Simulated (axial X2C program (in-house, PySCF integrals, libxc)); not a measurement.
# Outer orbitals of PdB at 1.778 Å, PBE0

Calculated with an in-house all-electron X2C program for linear molecules (integrals from PySCF). Spin-free means the one-electron spin-free X2C Hamiltonian; two-component (2c) means X2C with spin–orbit coupling and atomic mean-field two-electron Coulomb and Gaunt terms, so the difference of the two also holds small scalar two-electron terms. Basis: Pd dyall-cv3z [12s12p8d5f3g], B dyall-v3z [7s6p2d1f] (cores contracted in-house); Gaussian nuclei, density fitting, unrestricted open shells. Masses: Pd 105.903 u, B 11.009 u.

The distance is close to the 2c PBE0 minimum; the highest filled and lowest empty levels are listed.

Spin-free orbitals, state M_S = 1/2, Λ = 0 (beyond evenly filled blocks: σα) (Löwdin shares):

```tsv
symmetry	occupied	ε (eV)	atomic character
σα	yes	-12.54	40% Pd d, 39% B s, 10% Pd s
σβ	yes	-12.32	44% Pd d, 34% B s, 9% Pd s
π+α	yes	-9.05	85% Pd d, 12% B p
π-α	yes	-9.05	85% Pd d, 12% B p
π+β	yes	-8.95	85% Pd d, 12% B p
π-β	yes	-8.95	85% Pd d, 12% B p
σα	yes	-8.45	44% Pd d, 23% B s, 17% B p
δ-α	yes	-8.01	99% Pd d
δ+α	yes	-8.01	99% Pd d
δ+β	yes	-7.84	99% Pd d
δ-β	yes	-7.84	99% Pd d
σβ	yes	-7.65	44% Pd d, 26% B s, 11% Pd s
σα	yes	-5.18	47% B p, 37% Pd s, 8% Pd d
σβ	no	-2.65	41% B p, 38% Pd s, 14% Pd p
π+α	no	-2.04	54% B p, 33% Pd p, 10% Pd d
π-α	no	-2.04	54% B p, 33% Pd p, 10% Pd d
π-β	no	-1.75	56% B p, 28% Pd p, 11% Pd d
π+β	no	-1.75	56% B p, 28% Pd p, 11% Pd d
```

Spinors with spin–orbit coupling (state Ω = 1/2):

```
   ω  occupied  ε (eV)             atomic character    λ mixture
 1/2       yes  -12.55  40% Pd d, 39% B s, 10% Pd s       100% σ
-1/2       yes  -12.33   45% Pd d, 34% B s, 9% Pd s       100% σ
-1/2       yes   -9.16            85% Pd d, 11% B p  99% π, 1% σ
 1/2       yes   -9.07            83% Pd d, 11% B p  94% π, 6% σ
 3/2       yes   -9.01            85% Pd d, 12% B p  97% π, 3% δ
-3/2       yes   -8.92            86% Pd d, 11% B p  94% π, 6% δ
 1/2       yes   -8.42   47% Pd d, 22% B s, 17% B p  94% σ, 6% π
-3/2       yes   -8.16                     98% Pd d  94% δ, 6% π
 3/2       yes   -8.01                     99% Pd d  97% δ, 3% π
 5/2       yes   -7.84                     99% Pd d       100% δ
-5/2       yes   -7.67                     99% Pd d       100% δ
-1/2       yes   -7.64  45% Pd d, 26% B s, 11% Pd s  99% σ, 1% π
 1/2       yes   -5.18   47% B p, 37% Pd s, 8% Pd d       100% σ
-1/2        no   -2.65  41% B p, 38% Pd s, 14% Pd p       100% σ
-1/2        no   -2.08  54% B p, 33% Pd p, 10% Pd d       100% π
 3/2        no   -2.00  54% B p, 32% Pd p, 11% Pd d       100% π
 1/2        no   -1.80  56% B p, 29% Pd p, 11% Pd d  99% π, 1% σ
```

Mulliken charges and populations of the two-component result (they depend on the basis, above all on diffuse functions):

Pd -0.08 e (s 8.79 p 18.11 d 19.17 f 0.01), B 0.08 e (s 3.65 p 1.19 d 0.06 f 0.01). ⟨Lz⟩ = 0.00 ħ and ⟨Sz⟩ = 0.50 ħ (0.27 and 0.23 on the two atoms), which add up to Ω.

One determinant describes the state; a PBE0 search over occupations chose it and may have missed a lower one. Density functionals use the spin component along the axis (collinear).
